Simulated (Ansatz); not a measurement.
Gas-phase electronic energies from Ansatz, PBE0-D4/def2-TZVP geometries. CCSD(T)/CBS adds triple-zeta CCSD(T) − MP2 to the extrapolated MP2 energy (def2 sets, frozen cores). DFT in def2-TZVPP. One conformer a species, not always the lowest.

Reaction (ligand exchange at the Si–O bond): `F[SiH2]O[SiH](F)F` + `[SiH3]S` → `F[SiH](F)S[SiH3]` + `O[SiH2]F`

CCSD(T)/CBS gives +0.71 eV.

**Question.** Another level gave +0.80 eV. Which?
A. CCSD/def2-TZVPP
B. PBE-D4/def2-TZVPP
C. r2SCAN/def2-TZVPP
D. PBE0-D4/def2-TZVPP

**Answer.** A. CCSD/def2-TZVPP 0.80, PBE0-D4 0.60, PBE-D4 0.52, r2SCAN 0.66 eV.

Largest T1 diagnostic among the species: 0.012.

In def2-TZVPP, CCSD(T) changes the Hartree–Fock value by −0.24 eV (the triples alone add −0.05 eV) and MP2 by −0.29 eV. The D4 term adds −0.05 eV with B3LYP and −0.02 eV with PBE0; it sums over pairs of atoms, weighted by their polarisabilities, and B3LYP, whose exchange is more repulsive, gets the larger term. From PBE to PBE0 (25 % exact exchange), in def2-TZVPP and without D4, ΔE moves by +0.07 eV.

B3LYP here is the variant with VWN-RPA as its local correlation; programs differ in this.
